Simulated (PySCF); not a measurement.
**Dipole response of Tc²⁺ (technetium, charge +2)**

[Kr] 4d4 5s1, high-spin 6D determinant (an excited configuration). All numbers are calculated (PySCF 2.14, scalar relativity through the core potential, in aug-cc-pVTZ-PP with one added diffuse shell each of s, p, d, f, g type with ECP28MDF (7s7p6d4f3g, 113 functions)). Coupled (time-dependent) response in atomic units; α is the mean over directions.

| method | mean α (bohr³) | α xx, yy, zz | C₆ (like pair) | S(−4) |
| --- | --- | --- | --- | --- |
| B3LYP | 22.84 | 22.97, 22.97, 22.59 | 134.8 | 323.4 |

S(−4) is the Cauchy moment in α(ω) = α(0) + S(−4) ω² + …

Spin-orbit coupling is absent.

α(iu) at B3LYP:

```
u (hartree)  α(iu) (bohr³)
          0          22.84
     0.0500          22.07
      0.100          20.12
      0.200          15.37
      0.300          11.71
      0.500          7.637
      0.750          5.257
       1.00          3.961
       1.50          2.539
       2.00          1.768
       3.00         0.9808
       5.00         0.4155
```

A single London oscillator, α(iu) = α/(1 + u²/ω²), gives C₆ = (3/4) ω α². Matching the computed C₆ needs ω = 4 × 134.8 / (3 × 22.84²) = 0.345 hartree.

For an ion, C₆ is the dispersion term alone; charge-induced terms of lower order in 1/R come first.

The components differ because the open shell of this determinant is not spherical; for a pure term their mean is the scalar polarisability.

Energies and moments cover only the electrons outside the core potential.
